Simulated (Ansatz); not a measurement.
Harmonic frequencies (cm⁻¹) at PBE0-D4/def2-TZVP from Ansatz: 24, 53, 75, 84, 99, 168, 203, 325, 341, 362, 365, 437, 480, 520, 584, 620, 665, 718, 770, 857, 883, 917, 924, 937, 943, 994, 1098, 1100, 1237, 1434, 1584, 2188, 2205, 2210, 2220, 2223, 3071, 3089, 3121.

Each molecule was computed in one conformer, which needn't be the lowest.

**Question.** Which molecule is it?
A. `[SiH3][SiH]1BC1`
B. `[SiH3][SiH2][C]1=C[CH2][Ga]1[Cl]`
C. `CCC[CH](Cl)[InH2]`
D. `C[BH][SnH2][GaH2]`

**Answer.** B.
